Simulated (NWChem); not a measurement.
PbHBr, singlet; SMILES [Br][PbH]

All runs: NWChem. Low-valent species are run as closed-shell singlets; no triplet was tried in these runs. The geometry was optimised at PBE0/def2-SVP. No frequency run checked for a minimum. def2 effective core potentials on Pb; no spin-orbit coupling. Ions are spin-unrestricted doublets at the neutral geometry; other ion states weren't tried.

Q: What does the run give for PBE/def2-SVP? Quantities: vertical ionisation energy, ΔSCF (eV); −ε(HOMO) (eV).

A: 
```
Property                               Result
-------------------------------------  ------
vertical ionisation energy, ΔSCF (eV)    8.81
−ε(HOMO) (eV)                            5.80
```
